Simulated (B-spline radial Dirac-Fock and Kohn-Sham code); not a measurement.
# Dipole and non-dipole photoemission parameters of Gd 4d3/2

System: atomic gadolinium, [Xe] 4f7 5d1 6s2; threshold 142.6 eV (tabulated edge). These are calculated numbers from a B-spline atomic structure program; the model is Dirac-Hartree-Slater photoionisation with a Latter tail; cross sections with all multipoles, angular parameters from the dipole term and its interference with E2.

For linearly polarised light dσ/dΩ = σ/(4π) [1 + β P₂(cos θ) + (δ + γ cos²θ) sin θ cos φ], with θ from the polarisation vector and φ the angle between the beam and the projection of the electron momentum on the plane normal to the polarisation.

```csv
hν (eV),σ (kb),β,γ,δ
172,284,0.793,0.037,-0.005
200,144,0.350,-0.180,0.052
231,149,-0.920,-0.358,0.147
243,166,-0.989,-0.319,0.155
268,204,-0.817,-0.189,0.146
400,299,0.262,0.136,0.049
441,296,0.441,0.140,0.032
799,174,1.090,-0.014,0.002
1100,104,1.255,-0.037,0.010
1253.6,81.3,1.298,-0.021,0.015
1486.9,57.2,1.338,0.024,0.022
2080,?,?,?,?
2780,12.6,1.351,0.390,0.053
3100,9.37,1.336,0.479,0.060
3660,5.90,1.304,0.624,0.073
3870,5.03,1.292,0.675,0.077
4000,4.57,1.284,0.706,0.080
6000,1.34,1.167,1.099,0.126
6630,0.980,1.133,1.200,0.141
7080,0.793,1.110,1.267,0.151
9130,0.342,1.014,1.520,0.200
9251.7,0.327,1.009,1.533,0.203
9550,0.293,0.997,1.564,0.210
12000,0.133,0.905,1.776,0.267
12400,0.119,0.891,1.805,0.276
14100,0.0750,0.838,1.917,0.315
```

Question: Give the values at 2080 eV.

Answer: σ = 26.4 kb, β = 1.368, γ = 0.186, δ = 0.037.
